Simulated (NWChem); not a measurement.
System: GeH3OF; SMILES [F][GeH2][OH]

The following NWChem deck was run.

```
start job
memory heap 200 mb stack 900 mb global 1100 mb
geometry units angstroms
  Ge    -0.217207    -0.264105     0.011358
  O      1.438208    -0.440014    -0.408758
  F     -0.405874     1.450129     0.293425
  H     -1.023444    -0.593157    -1.196053
  H     -0.569345    -0.873924     1.333848
  H      2.067463     0.151907     0.001331
end
basis spherical
  * library def2-svp
end
dft
  xc xpbe96 cpbe96
  disp vdw 4
  iterations 150
end
driver
  maxiter 120
end
task dft optimize
task dft freq
```

Excerpt of the output:

```
             Northwest Computational Chemistry Package (NWChem) 7.3.0
             --------------------------------------------------------

 C1  symmetry detected

                             Geometry "geometry" -> ""
                             -------------------------

 Output coordinates in angstroms (scale by  1.889725989 to convert to a.u.)

  No.       Tag          Charge          X              Y              Z
 ---- ---------------- ---------- -------------- -------------- --------------
    1 Ge                  32.0000    -0.35543896    -0.02480868     0.00041781
    2 O                    8.0000     0.75845059    -1.33088105    -0.03515291
    3 F                    9.0000     0.65672802     1.39961969    -0.01622715
    4 H                    1.0000    -1.10226416    -0.03748385    -1.28730348
    5 H                    1.0000    -1.10032118     0.09424814     1.29495871
    6 H                    1.0000     1.59847512    -1.21241533     0.40624258

 Effective nuclear repulsion energy (a.u.)     223.5823605113

                                Z-matrix (autoz)
                                --------

 Units are Angstrom for bonds and degrees for angles

      Type          Name      I     J     K     L     M      Value
      ----------- --------  ----- ----- ----- ----- ----- ----------
    1 Stretch                  1     2                       1.71693
    2 Stretch                  1     3                       1.74750
    3 Stretch                  1     4                       1.48867
    4 Stretch                  1     5                       1.49829
    5 Stretch                  2     6                       0.95630
    6 Bend                     1     2     6               117.78073
    7 Bend                     2     1     3               104.12849
    8 Bend                     2     1     4               107.52200
    9 Bend                     2     1     5               113.63364
   10 Bend                     3     1     4               106.81453
   11 Bend                     3     1     5               103.38043
   12 Bend                     4     1     5               119.91089
   13 Torsion                  3     1     2     6          33.05173
   14 Torsion                  4     1     2     6         146.14831
   15 Torsion                  5     1     2     6         -78.70259

  pbe96 is a nonlocal functional; adding pw91lda local functional.

                           NWChem Geometry Optimization
                           ----------------------------

[...]

      ----------------------
      Optimization converged
      ----------------------

  Step       Energy      Delta E   Gmax     Grms     Xrms     Xmax
  ---- ---------------- -------- -------- -------- -------- --------
@   11   -2253.03030392 -2.3D-07  0.00006  0.00003  0.00072  0.00130
                                     ok       ok       ok       ok

                                Z-matrix (autoz)
                                --------

 Units are Angstrom for bonds and degrees for angles

[...]

 Rotational Constants
 --------------------
 A=   0.496191 cm-1  (  0.713893 K)
 B=   0.215067 cm-1  (  0.309426 K)
 C=   0.161987 cm-1  (  0.233058 K)

 Temperature                      =   298.15K
 frequency scaling parameter      =   1.0000

 Zero-Point correction to Energy  =   19.363 kcal/mol  (  0.030856 au)
 Thermal correction to Energy     =   22.240 kcal/mol  (  0.035442 au)
 Thermal correction to Enthalpy   =   22.832 kcal/mol  (  0.036386 au)

 Total Entropy                    =   69.741 cal/mol-K
   - Translational                =   40.036 cal/mol-K (mol. weight = 111.9387)
   - Rotational                   =   24.038 cal/mol-K (symmetry #  =        1)
   - Vibrational                  =    5.667 cal/mol-K

 Cv (constant volume heat capacity) =   15.040 cal/mol-K
   - Translational                  =    2.979 cal/mol-K
   - Rotational                     =    2.979 cal/mol-K
   - Vibrational                    =    9.081 cal/mol-K

[normal modes left out]

 ----------------------------------------------------------------------------
 Normal Eigenvalue ||           Projected Infra Red Intensities
  Mode   [cm**-1]  || [atomic units] [(debye/angs)**2] [(KM/mol)] [arbitrary]
 ------ ---------- || -------------- ----------------- ---------- -----------
    1       -0.000 ||    0.001200           0.028         1.170       0.256
    2       -0.000 ||    0.000001           0.000         0.001       0.000
    3       -0.000 ||    0.002257           0.052         2.200       0.481
    4        0.000 ||    0.000112           0.003         0.109       0.024
    5        0.000 ||    0.000624           0.014         0.608       0.133
    6        0.000 ||    0.001088           0.025         1.060       0.232
    7      211.374 ||    0.024519           0.566        23.902       5.223
    8      279.228 ||    0.117586           2.713       114.629      25.050
    9      542.620 ||    0.056793           1.310        55.364      12.099
   10      651.441 ||    0.006412           0.148         6.251       1.366
   11      679.846 ||    0.056601           1.306        55.178      12.058
   12      705.717 ||    0.102068           2.355        99.501      21.744
   13      799.557 ||    0.064157           1.480        62.544      13.668
   14      816.656 ||    0.054456           1.256        53.086      11.601
   15      906.269 ||    0.095100           2.194        92.708      20.259
   16     2084.236 ||    0.096800           2.233        94.366      20.622
   17     2142.410 ||    0.096538           2.227        94.110      20.566
   18     3731.493 ||    0.068630           1.583        66.903      14.620
 ----------------------------------------------------------------------------
```

Level: PBE-D3(BJ)/def2-SVP.
